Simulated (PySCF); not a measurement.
Isomers of C9H14O, from PBE0-D3(BJ)/def2-SVP geometry optimisation, gas phase (PySCF 2.14.0). One conformer each, no zero-point energy, no frequencies.

Task: Which is lowest in electronic energy at this level?
A. `[CH3:1][C@@H:2]1[C@H:3]([CH:4]=[O:5])[CH2:6][C:7]12[CH2:8][CH2:9][CH2:10]2` with C2–C3–C4–O5 113°: A = 2501, B = 920.5, C = 854.2 MHz, dipole 3.00 D
B. `[CH3:1][CH2:2][O:3]/[CH:4]=[CH:5]\[C@@H:6]1[CH2:7][C:8]12[CH2:9][CH2:10]2` with C1–C2–O3–C4 169°, C2–O3–C4–C5 8°, C4–C5–C6–C7 -136°: A = 2875, B = 589.0, C = 553.2 MHz, dipole 1.15 D
C. `[CH3:1][C:2]1=[CH:3][C:4](=[O:5])[CH2:6][C:7]([CH3:8])([CH3:9])[CH2:10]1` with C2–C3–C4–O5 -177°, C3–C4–C6–C7 -34°, C4–C6–C7–C8 -66°, C6–C7–C10–C2 -48°: A = 1514, B = 1338, C = 851.1 MHz, dipole 4.15 D
D. `[CH2:1]=[C:2]1[CH2:3][C@@H:4]([CH3:5])[C@@H:6]([C:7]([CH3:8])=[O:9])[CH2:10]1` with C4–C6–C7–C8 -75°, C1–C2–C3–C4 158°, C2–C3–C4–C5 -84°, C3–C4–C6–C7 -164°, C4–C6–C10–C2 27°: A = 2406, B = 922.5, C = 809.8 MHz, dipole 2.81 D
E. `[CH3:1][O:2][C:3]1=[C:4]=[CH:5][CH2:6][CH2:7][CH2:8][CH2:9][CH2:10]1` with C1–O2–C3–C4 -4°, C4–C5–C6–C7 11°, C5–C6–C7–C8 63°, C6–C7–C8–C9 -114°, C7–C8–C9–C10 78°: A = 1748, B = 1200, C = 885.9 MHz, dipole 1.05 D

Result: C. That is isophorone, `CC1=CC(=O)CC(C)(C)C1`, 12.6 kcal/mol below the next.

```csv
SMILES,mapped SMILES,E (Eh),relative (kcal/mol),relative (kJ/mol),dipole (D)
CC1=CC(=O)CC(C)(C)C1,[CH3:1][C:2]1=[CH:3][C:4](=[O:5])[CH2:6][C:7]([CH3:8])([CH3:9])[CH2:10]1,-425.82846,0.0,0.0,4.15
C=C1C[C@@H](C)[C@@H](C(C)=O)C1,[CH2:1]=[C:2]1[CH2:3][C@@H:4]([CH3:5])[C@@H:6]([C:7]([CH3:8])=[O:9])[CH2:10]1,-425.80837,12.6,52.7,2.81
C[C@@H]1[C@H](C=O)CC12CCC2,[CH3:1][C@@H:2]1[C@H:3]([CH:4]=[O:5])[CH2:6][C:7]12[CH2:8][CH2:9][CH2:10]2,-425.76735,38.3,160.4,3.00
COC1=C=CCCCCC1,[CH3:1][O:2][C:3]1=[C:4]=[CH:5][CH2:6][CH2:7][CH2:8][CH2:9][CH2:10]1,-425.74720,51.0,213.3,1.05
CCO/C=C\[C@@H]1CC12CC2,[CH3:1][CH2:2][O:3]/[CH:4]=[CH:5]\[C@@H:6]1[CH2:7][C:8]12[CH2:9][CH2:10]2,-425.71878,68.8,288.0,1.15
```

As drawn, the lowest has a C=O bond, which the highest lacks; the highest has a three-membered ring, which the lowest lacks.
